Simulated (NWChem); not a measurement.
Everything below was run with NWChem. System: CH2Cl, charge 0, spin multiplicity 2, at a geometry optimised with UB3LYP/def2-SVP. The structure started from a generated list of species. Its SCF solution wasn't tested for a lower state. Level: UHF/def2-TZVP.

Input file:

```
start mol
memory heap 200 mb stack 900 mb global 1100 mb
geometry units angstroms nocenter noautoz
  C      0.000000     0.000000    -1.120507
  Cl     0.000000     0.000000     0.587527
  H      0.961997     0.000000    -1.632458
  H     -0.961997     0.000000    -1.632458
  symmetry group C2v
end
basis spherical
  * library def2-tzvp
end
scf
  uhf
  nopen 1
  maxiter 100
  thresh 1e-7
  semidirect memsize 60000000 filesize 0
  # guess.movecs holds the orbitals of an unrestricted PBE0 run
  vectors input guess.movecs output mol.movecs
end
task scf energy
```

Output (cleaned and shortened):

```
             Northwest Computational Chemistry Package (NWChem) 7.3.0
             --------------------------------------------------------

                                NWChem Input Module
                                -------------------

 Scaling coordinates for geometry "geometry" by  1.889725989
 (inverse scale =  0.529177249)

 Turning off AUTOSYM since
 SYMMETRY directive was detected!

                             Geometry "geometry" -> ""
                             -------------------------

 Output coordinates in angstroms (scale by  1.889725989 to convert to a.u.)

  No.       Tag          Charge          X              Y              Z
 ---- ---------------- ---------- -------------- -------------- --------------
    1 C                    6.0000     0.00000000     0.00000000    -1.12050700
    2 Cl                  17.0000     0.00000000     0.00000000     0.58752700
    3 H                    1.0000     0.96199700     0.00000000    -1.63245800
    4 H                    1.0000    -0.96199700     0.00000000    -1.63245800

 Effective nuclear repulsion energy (a.u.)      45.1399200962

            Nuclear Dipole moment (a.u.)
            ----------------------------
        X                 Y               Z
 ---------------- ---------------- ----------------
     0.0000000000     0.0000000000     0.0000018897

      Symmetry information
      --------------------

 Group name             C2v
 Group number             16
 Group order               4
 No. of unique centers     3

      Symmetry unique atoms

     1    2    3


 Summary of "ao basis" -> "" (spherical)
 ------------------------------------------------------------------------------
       Tag                 Description            Shells   Functions and Types
 ---------------- ------------------------------  ------  ---------------------
 *                         def2-tzvp                  on all atoms

 Summary of "ao basis" -> "ao basis" (spherical)
 ------------------------------------------------------------------------------
       Tag                 Description            Shells   Functions and Types
[...]
              MO Center= -4.3D-16,  1.3D-15, -2.3D-01, r^2= 5.2D+00
   Bfn.  Coefficient  Atom+Function         Bfn.  Coefficient  Atom+Function
  ----- ------------  ---------------      ----- ------------  ---------------
    36     -1.922945  2 Cl s                 14      1.866608  1 C  pz
    51      1.247400  2 Cl pz                71      0.779927  3 H  s
    77      0.779927  4 H  s                  4      0.364488  1 C  s
    11      0.325331  1 C  pz                 5      0.307970  1 C  s
    48      0.200221  2 Cl pz                34      0.168723  2 Cl s

 center of mass
 --------------
 x =   0.00000000 y =   0.00000000 z =   0.14692815

 moments of inertia (a.u.)
 ------------------
         115.033551120888           0.000000000000           0.000000000000
           0.000000000000         121.694870089799           0.000000000000
           0.000000000000           0.000000000000           6.661318968912

  Mulliken analysis of the total density
  --------------------------------------

    Atom       Charge   Shell Charges
 -----------   ------   -------------------------------------------------------
    1 C    6     6.21   0.85  1.12  0.49  0.70  0.10  1.17  1.36  0.33  0.02  0.06  0.01
    2 Cl  17    17.09   2.01  0.45  1.52  1.09  0.83  4.18  1.69  1.08  2.79  1.38  0.02  0.05  0.01
    3 H    1     0.85   0.26  0.48  0.08  0.02
    4 H    1     0.85   0.26  0.48  0.08  0.02

  Mulliken analysis of the alpha density
  --------------------------------------

    Atom       Charge   Shell Charges
 -----------   ------   -------------------------------------------------------
    1 C    6     3.69   0.43  0.56  0.27  0.38  0.06  0.78  0.93  0.25  0.01  0.03  0.00
    2 Cl  17     8.55   1.01  0.22  0.76  0.55  0.41  2.09  0.84  0.54  1.39  0.68  0.01  0.03  0.00
    3 H    1     0.38   0.12  0.21  0.03  0.01
    4 H    1     0.38   0.12  0.21  0.03  0.01

   Mulliken analysis of the beta density
   -------------------------------------

    Atom       Charge   Shell Charges
 -----------   ------   -------------------------------------------------------
    1 C    6     2.52   0.43  0.56  0.22  0.32  0.04  0.39  0.43  0.08  0.01  0.03  0.00
    2 Cl  17     8.54   1.01  0.22  0.76  0.54  0.42  2.09  0.85  0.53  1.39  0.70  0.01  0.02  0.00
    3 H    1     0.47   0.14  0.27  0.05  0.01
    4 H    1     0.47   0.14  0.27  0.05  0.01

   Mulliken analysis of the spin density
   -------------------------------------

    Atom       Charge   Shell Charges
 -----------   ------   -------------------------------------------------------
    1 C    6     1.17   0.00 -0.00  0.04  0.06  0.02  0.40  0.49  0.16 -0.00 -0.00 -0.00
    2 Cl  17     0.00   0.00  0.00 -0.00  0.00 -0.01  0.00 -0.00  0.01 -0.00 -0.02  0.00  0.01  0.00
    3 H    1    -0.08  -0.02 -0.05 -0.02  0.01
    4 H    1    -0.08  -0.02 -0.05 -0.02  0.01

       Multipole analysis of the density wrt the origin
       ------------------------------------------------

     L   x y z        total         alpha         beta         nuclear
     -   - - -        -----         -----         ----         -------
     0   0 0 0     -0.000000    -13.000000    -12.000000     25.000000

     1   1 0 0      0.000000      0.000000      0.000000      0.000000
     1   0 1 0     -0.000000     -0.000000      0.000000      0.000000
     1   0 0 1     -0.571076      0.639272     -1.210350      0.000002

     2   2 0 0    -13.766506    -10.316144    -10.059961      6.609599
     2   1 1 0      0.000000      0.000000      0.000000      0.000000
     2   1 0 1      0.000000      0.000000      0.000000      0.000000
     2   0 2 0    -15.280027     -8.757064     -6.522963      0.000000
     2   0 1 1     -0.000000     -0.000000     -0.000000      0.000000
     2   0 0 2    -12.744234    -42.385750    -37.248980     66.890496

 Task  times  cpu:        1.5s     wall:        1.5s

 Total times  cpu:        1.5s     wall:        1.5s
```
